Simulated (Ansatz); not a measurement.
Consider the ligand exchange at a Zr–N bond: `C#[C][Zr]([OH])([Cl])[N](C)C` + H–F → `C#[C][Zr]([OH])([F])[Cl]` + `CNC`.

Gas-phase electronic energies from Ansatz, PBE0-D4/def2-TZVP geometries. CCSD(T)/CBS adds triple-zeta CCSD(T) − MP2 to the extrapolated MP2 energy (def2 sets, frozen cores). This one scheme is used for every species. Functionals use def2-TZVPP. Elements past krypton have def2 core potentials. For Zr outer-core shells are correlated without core-valence functions, which leaves a few kJ/mol of doubt a bond. One conformer a species, not always the lowest.

```json
{"level": "revPBE-D4", "ΔE (kcal/mol)": "-21.8"}
{"level": "BLYP-D4", "ΔE (kcal/mol)": "-23.1"}
{"level": "ωB97M-V", "ΔE (kcal/mol)": "-24.3"}
{"level": "PBE-QIDH", "ΔE (kcal/mol)": "-21.6"}
{"level": "revPBE", "ΔE (kcal/mol)": "-26.7"}
{"level": "r2SCAN", "ΔE (kcal/mol)": "-25.0"}
{"level": "PBE0", "ΔE (kcal/mol)": "-24.8"}
{"level": "HF/def2-QZVPP", "ΔE (kcal/mol)": "-30.7"}
```

Problem. What does CCSD(T)/CBS give? (Estimate.)

Solution. Computed: -20.1 kcal/mol. The listed levels differ from it by -1.7, -3.0, -4.2, -1.5, -6.6, -4.9, -4.7, -10.6 kcal/mol.

Problem. What do rigid-rotor, harmonic-oscillator terms from PBE0-D4/def2-TZVP frequencies (298.15 K, 1 bar) make of the CCSD(T)/CBS value? (An estimate is asked.)

Solution. The calculation gave: ΔZPE = +2.2 kcal/mol, ΔH = -19.0 kcal/mol, ΔS = 21 J/(mol·K), ΔG = -20.5 kcal/mol. Modes under 50 cm⁻¹ make the entropy rough.

Largest T1 diagnostic among the species: 0.017.

In def2-TZVPP, CCSD(T) changes the Hartree–Fock value by +10.9 kcal/mol (the triples alone add +1.7 kcal/mol) and MP2 by +13.2 kcal/mol. At CCSD(T), def2-SVP lies −2.9 kcal/mol from the extrapolated value and def2-TZVPP +0.6 kcal/mol.
